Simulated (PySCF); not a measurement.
# Computed data sheet: `CCO[SiH2]F`

C2H7FOSi.
Bonds: C1–C2, C2–O3, O3–Si4, Si4–F5. Hydrogens: H6, H7, H8 on C1; H9, H10 on C2; H11, H12 on Si4.

**PBE0-D3(BJ)/def2-SVP geometry optimisation, gas phase (PySCF)**

```yaml
Point_group: C1
Rotational_constants_A_B_C: 11.436, 1.836, 1.697 GHz
```

**CAM-B3LYP/def2-SVPD ground state, ΔSCF and vertical TDDFT (core frozen in the response) (PySCF)**

```yaml
Dipole_moment: 1.76 D
HOMO_energy: -10.07 eV
LUMO_energy: 1.24 eV
HOMO–LUMO_gap: 11.31 eV
Lowest_singlet_excitation: 8.05 eV (154 nm, f = 0.004)
Strongest_line_among_the_10_lowest_singlet_transitions: S8 at 9.24 eV (134 nm, f = 0.077)
Lowest_triplet_excitation_Tamm–Dancoff: 7.72 eV
Static_isotropic_polarisability: 54.9 au
Vertical_ionisation_energy: 11.00 eV
Electronic_spatial_extent_⟨r²⟩_about_the_centre_of_nuclear_charge: 719 bohr²
```

From PBE/pcSseg-2 ground state and GIAO shieldings, non-relativistic (PySCF):

```yaml
13C_chemical_shifts_computed_TMS_as_zero_by_class: 67.9 (C2), 20.3 (C1) ppm
1H_chemical_shifts_computed_TMS_as_zero_by_class: 5.22 (H11/H12), 4.10 (H9/H10), 1.24 (H6/H7/H8) ppm
Isotropic_shieldings_of_nuclei_other_than_C_and_H_by_class: 229 (O3), 318 (F5), 351 (Si4) ppm
```

From delta-SCF UKS SCAN, pcX-2 on the ionised atom, pcseg-1 elsewhere, spin-free X2C; 2p3/2 from a spin–orbit splitting computed afterwards within the 2p shell (PySCF):

```yaml
Core_binding_energies: Si2p3/2 108.5 (Si4), C1s 290.9 (C1), C1s 292.6 (C2), O1s 538.4 (O3), F1s 692.4 (F5), Si1s 1848.5 (Si4) eV
```

Monoisotopic mass from the formula: 94.0250 u.

No computed singlet falls in the visible range (750 to 380 nm, 1.65 to 3.26 eV); S1 lies 4.79 eV above its blue end. The dipole equals about 5.9 × 10⁻³⁰ C·m (1 D = 3.33564 × 10⁻³⁰ C·m). The polarisability is 8.14 Å³ as a volume (1 au = 0.148185 Å³), or 1.10 au for each of the 50 electrons. In wavenumbers S1 is 64900 cm⁻¹ (1 eV = 8065.54 cm⁻¹).

One conformer (not necessarily the lowest) at the PBE0-D3(BJ)/def2-SVP geometry, without solvent or vibrations. NMR classes are plain means over equivalent atoms (diastereotopic ones count apart unless rotation or inversion swaps them), as if these changed places fast; in this geometry the members of some classes differ.

Conformer computed: `[CH3:1][CH2:2][O:3][SiH2:4][F:5]`: C1–C2–O3–Si4 167°, C2–O3–Si4–F5 69°.
